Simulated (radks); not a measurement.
Results of a calculation; reference values are marked as such.
Cd+, 47 electrons, occupied as [Kr] 4d6 5s1 5p4 (not the ground configuration). Level of theory: Dirac Kohn-Sham, PBE, spin-unpolarised, spherical densities, point nucleus; open shells fill j = l - 1/2 first (a radial shooting solver on a logarithmic mesh with Libxc functionals).

Normalised radial functions P(r) = r R(r) (large component), r in bohr:

```
   r/bohr * 4p3/2, o 5p1/2 (the largest magnitude, 1.15, reaches the edge; | marks zero, & curves that meet)
 0.001392                             &
 0.001856                             &
 0.002456                             &
 0.003276                             &
 0.004369                             &
 0.005827                             &
 0.007772                             o*
  0.01028                             o*
  0.01372                             |o*
  0.01829                             |o *
   0.0244                             | o *
  0.03254                             | o   *
   0.0434                             |  o    *
  0.05743                             |  o      *
   0.0766                             |  o      *
   0.1022                             | o    *
   0.1363                             &
   0.1817                    *     o  |
   0.2405              *         o    |
   0.3207                *        o   |
   0.4277                            *|o
   0.5705                             |     o         *
   0.7609                             |       o                  *
    1.007                             |  o                      *
    1.343                      o      |               *
    1.791              o              |     *
    2.389            o                | *
    3.186                o            *
    4.216                      o      *
    5.623                           o *
    7.499                             &
```

4p3/2: eigenvalue -99.028 eV, 2 radial nodes at r = 0.137, 0.434 bohr, <r> = 0.939 bohr, 90 % of the charge inside 1.37 bohr. 5p1/2: eigenvalue -13.863 eV, 3 radial nodes at r = 0.131, 0.407, 1.10 bohr, <r> = 2.59 bohr, 90 % of the charge inside 3.81 bohr.
